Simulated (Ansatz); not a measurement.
Isolated molecules relaxed with PBE0-D4/def2-TZVP in Ansatz; ΔE leaves out vibrations. CCSD(T)/CBS adds triple-zeta CCSD(T) − MP2 to the extrapolated MP2 energy (def2 sets, frozen cores). DFT in def2-TZVPP. def2 core potentials past Kr. For Sn outer-core shells are correlated without core-valence functions, which leaves a few kJ/mol of doubt a bond.

Consider the cleavage of the Sn–B bond: `B[B]([SiH3])[SnH3]` + `[SiH3]S` → `[SiH3][S][SnH3]` + `BB[SiH3]`.

Q: Is it downhill or uphill in electronic energy at CCSD(T)/CBS, and by how much? (Best estimate.)

A: Ansatz gave: Downhill: ΔE = -0.41 eV.

Q: What do these levels give: LDA (SPW92), ωB97M-V, RPA@PBE/def2-TZVPP, CCSD/def2-SVP, CCSD/def2-TZVPP, MP2/CBS(def2)? (Best estimate.)

A: Computed: LDA (SPW92) -0.21, ωB97M-V -0.45, RPA@PBE/def2-TZVPP -0.34, CCSD/def2-SVP -0.44, CCSD/def2-TZVPP -0.42, MP2/CBS(def2) -0.45 eV.

Largest T1 diagnostic among the species: 0.016.

In def2-TZVPP, CCSD(T) changes the Hartree–Fock value by +0.37 eV (the triples alone add +0.04 eV) and MP2 by +0.33 eV. From PBE to PBE0 (25 % exact exchange), in def2-TZVPP and without D4, ΔE moves by −0.06 eV.
